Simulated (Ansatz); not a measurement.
Relaxation of CH₆OSSi (10 atoms, charge 0, multiplicity 1), to a largest force component of 0.03 eV/Å in at most 50 steps.

All numbers below come from Ansatz 0.2.0, UKS PBE-D4/def2-SVP.

```xyz
10
Properties=species:S:1:pos:R:3:forces:R:3
Si -0.632 1.038 -0.062 -0.04 -0.36 -0.04
S 2.588 -0.212 0.146 0.17 0.07 0.05
O -2.113 0.257 -0.426 -0.01 0.00 -0.01
C -1.040 -0.751 -0.352 -0.12 0.35 0.04
H 1.325 -0.645 -0.146 0.04 -0.05 0.02
H -0.485 1.568 1.328 -0.01 0.01 -0.01
H -0.057 1.899 -1.138 -0.01 -0.01 0.00
H 2.403 -0.436 1.478 -0.03 -0.01 -0.05
H -1.160 -1.464 0.490 0.03 0.00 0.00
H -0.829 -1.255 -1.318 -0.01 0.01 -0.01
```

Question: Where does it end, and by what steps?

Answer: The forces met the threshold. The force dipped under the threshold on the way, but the program's further checks kept it going. After 20 steps the energy has fallen by 0.105 eV; H5 moved furthest, 1.15 Å.

```tsv
step	energy less start (eV)	largest force component (eV/Å)	accepted
0	0.0000	0.357	yes
1	-0.0260	0.241	yes
2	-0.0368	0.613	yes
3	-0.0495	0.510	yes
4	-0.0780	0.075	yes
5	-0.0904	0.127	yes
6	-0.0814	0.780	no
7	-0.0950	0.076	yes
8	-0.0990	0.058	yes
9	-0.1010	0.031	yes
10	-0.0982	0.411	no
11	-0.1003	0.092	no
12	-0.1017	0.009	yes
13	-0.1022	0.183	yes
14	-0.1032	0.078	yes
15	-0.1040	0.007	yes
16	-0.1015	0.372	no
17	-0.1046	0.076	yes
18	-0.1047	0.111	yes
19	-0.1050	0.050	yes
20	-0.1052	0.015	yes
```

```xyz
10
Properties=species:S:1:pos:R:3
Si -0.570 0.925 -0.068
S 2.510 0.254 0.471
O -2.183 0.413 -0.398
C -1.291 -0.746 -0.299
H 2.414 -0.674 -0.520
H -0.385 1.527 1.287
H 0.076 1.673 -1.189
H 2.100 -0.648 1.406
H -1.507 -1.416 0.560
H -1.164 -1.308 -1.249
```

Whether the end is a true minimum wasn't checked by a vibrational analysis.

Time of the run: 43 s on 2 threads of AMD EPYC 7B13 (Zen 3), on a shared host, peak memory 0.2 GiB.
